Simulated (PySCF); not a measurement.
Members of one series of related molecules.

All values: PBE0/pcSseg-1 (PySCF) at GFN2-xTB geometries, gas phase, one conformer each.

Question: Rank by LUMO energy, lowest first.
A. `CC(C)(C=O)[SiH2][SiH3]`
B. `CC(C=O)(C)[SiH2][SiH2]S`
C. `CC(C)(C=O)[SiH2][SiH2]C(=O)O`
D. `CN[SiH2][SiH2]C(C)(C)C=O`

Answer: B (-1.61 eV), C (-1.45 eV), A (-1.20 eV), D (-1.07 eV).

Question: Rank by HOMO energy, lowest first.
A. `CC(C)(C=O)[SiH2][SiH2]C(=O)O`
B. `CC[SiH2][SiH2]C(C)(C)C=O`
C. `C=N[SiH2][SiH2]C(C)(C)C=O`
D. `CC(C)(C=O)[SiH2][SiH2]NC`

Answer: A (-7.46 eV), B (-7.24 eV), C (-6.81 eV), D (-6.55 eV).

Question: Rank by the highest Hirshfeld charge on any atom, highest value first.
A. `CC[SiH2][SiH2]C(C)(C=O)C`
B. `CC(C)(C=O)[SiH2][SiH2]N[SiH3]`
C. `C=N[SiH2][SiH2]C(C)(C)C=O`

Answer: B (+0.355 e), C (+0.276 e), A (+0.243 e).

All values together:

```
                       SMILES                      change      formula  μ (D)  HOMO (eV)  LUMO (eV)  lowest IAO charge (e)  highest IAO charge (e)  lowest Hirshfeld charge (e)  highest Hirshfeld charge (e)
       CC(C)(C=O)[SiH2][SiH3]                      parent    C4H12OSi2   2.68      -7.43      -1.20             -0.418 (C)             +0.438 (Si)                   -0.194 (O)                   +0.247 (Si)
     CN[SiH2][SiH2]C(C)(C)C=O   H on Si replaced by NHCH3   C5H15NOSi2   1.60      -6.55      -1.07             -0.675 (N)             +0.614 (Si)                   -0.241 (N)                   +0.278 (Si)
CC(C)(C=O)[SiH2][SiH2]N[SiH3]  H on Si replaced by NHSiH3   C4H15NOSi3   2.61      -7.14      -1.16             -0.939 (N)             +0.757 (Si)                   -0.335 (N)                   +0.355 (Si)
     CC(C)(C=O)[SiH2][SiH2]Cl      H on Si replaced by Cl  C4H11ClOSi2   3.81      -7.48      -1.25             -0.419 (C)             +0.530 (Si)                   -0.205 (O)                   +0.248 (Si)
     CC[SiH2][SiH2]C(C)(C)C=O    H on Si replaced by C2H5    C6H16OSi2   2.34      -7.24      -1.13             -0.528 (C)             +0.481 (Si)                   -0.195 (O)                   +0.243 (Si)
      CC(C)(C=O)[SiH2][SiH2]S      H on Si replaced by SH   C4H12OSSi2   4.95      -6.74      -1.61             -0.419 (C)             +0.438 (Si)                   -0.189 (S)                   +0.242 (Si)
    C=C[SiH2][SiH2]C(C)(C)C=O   H on Si replaced by vinyl    C6H14OSi2   2.43      -7.39      -1.19             -0.418 (C)             +0.483 (Si)                   -0.196 (O)                   +0.244 (Si)
 CC(C)(C=O)[SiH2][SiH2]C(=O)O    H on Si replaced by COOH   C5H12O3Si2   2.46      -7.46      -1.45             -0.471 (O)             +0.448 (Si)                   -0.277 (O)                   +0.251 (Si)
     CS[SiH2][SiH2]C(C)(C)C=O    H on Si replaced by SCH3   C5H14OSSi2   2.05      -6.46      -1.10             -0.496 (C)             +0.447 (Si)                   -0.178 (O)                   +0.243 (Si)
    C=N[SiH2][SiH2]C(C)(C)C=O   H on Si replaced by N=CH2   C5H13NOSi2   1.68      -6.81      -1.06             -0.528 (N)             +0.615 (Si)                   -0.238 (N)                   +0.276 (Si)
```

Conformers: `[CH3:1][C:2]([CH3:3])([CH:4]=[O:5])[SiH2:6][SiH3:7]` with C1–C2–C4–O5 -56°, C1–C2–Si6–Si7 68°; `[CH3:1][NH:2][SiH2:3][SiH2:4][C:5]([CH3:6])([CH3:7])[CH:8]=[O:9]` with C1–N2–Si3–Si4 178°, N2–Si3–Si4–C5 -9°, Si3–Si4–C5–C6 -173°, Si4–C5–C8–O9 -84°; `[CH3:1][C:2]([CH3:3])([CH:4]=[O:5])[SiH2:6][SiH2:7][NH:8][SiH3:9]` with C1–C2–C4–O5 -157°, C1–C2–Si6–Si7 172°, C2–Si6–Si7–N8 60°, Si6–Si7–N8–Si9 159°; `[CH3:1][C:2]([CH3:3])([CH:4]=[O:5])[SiH2:6][SiH2:7][Cl:8]` with C1–C2–C4–O5 -175°, C1–C2–Si6–Si7 -174°, C2–Si6–Si7–Cl8 100°; `[CH3:1][CH2:2][SiH2:3][SiH2:4][C:5]([CH3:6])([CH3:7])[CH:8]=[O:9]` with C1–C2–Si3–Si4 178°, C2–Si3–Si4–C5 162°, Si3–Si4–C5–C6 170°, Si4–C5–C8–O9 -60°; `[CH3:1][C:2]([CH3:3])([CH:4]=[O:5])[SiH2:6][SiH2:7][SH:8]` with C1–C2–C4–O5 174°, C1–C2–Si6–Si7 -165°, C2–Si6–Si7–S8 -164°, Si6–Si7–S8–H 61°; `[CH2:1]=[CH:2][SiH2:3][SiH2:4][C:5]([CH3:6])([CH3:7])[CH:8]=[O:9]` with C1–C2–Si3–Si4 7°, C2–Si3–Si4–C5 162°, Si3–Si4–C5–C6 -67°, Si4–C5–C8–O9 -61°; `[CH3:1][C:2]([CH3:3])([CH:4]=[O:5])[SiH2:6][SiH2:7][C:8](=[O:9])[OH:10]` with C1–C2–C4–O5 179°, C1–C2–Si6–Si7 -165°, C2–Si6–Si7–C8 83°, Si6–Si7–C8–O9 18°, Si7–C8–O10–H 178°; `[CH3:1][S:2][SiH2:3][SiH2:4][C:5]([CH3:6])([CH3:7])[CH:8]=[O:9]` with C1–S2–Si3–Si4 -172°, S2–Si3–Si4–C5 -55°, Si3–Si4–C5–C6 -163°, Si4–C5–C8–O9 37°; `[CH2:1]=[N:2][SiH2:3][SiH2:4][C:5]([CH3:6])([CH3:7])[CH:8]=[O:9]` with C1–N2–Si3–Si4 112°, N2–Si3–Si4–C5 -82°, Si3–Si4–C5–C6 180°, Si4–C5–C8–O9 -83°.

Give the shifts from the parent, `CC(C)(C=O)[SiH2][SiH3]`.

```tsv
SMILES	change in μ (D)	change in HOMO (eV)	change in LUMO (eV)
CN[SiH2][SiH2]C(C)(C)C=O	-1.08	+0.88	+0.13
CC(C)(C=O)[SiH2][SiH2]N[SiH3]	-0.07	+0.29	+0.04
CC(C)(C=O)[SiH2][SiH2]Cl	+1.13	-0.05	-0.05
CC[SiH2][SiH2]C(C)(C)C=O	-0.34	+0.19	+0.07
CC(C)(C=O)[SiH2][SiH2]S	+2.27	+0.69	-0.41
C=C[SiH2][SiH2]C(C)(C)C=O	-0.25	+0.04	+0.01
CC(C)(C=O)[SiH2][SiH2]C(=O)O	-0.22	-0.03	-0.25
CS[SiH2][SiH2]C(C)(C)C=O	-0.63	+0.97	+0.10
C=N[SiH2][SiH2]C(C)(C)C=O	-1.00	+0.62	+0.14
```
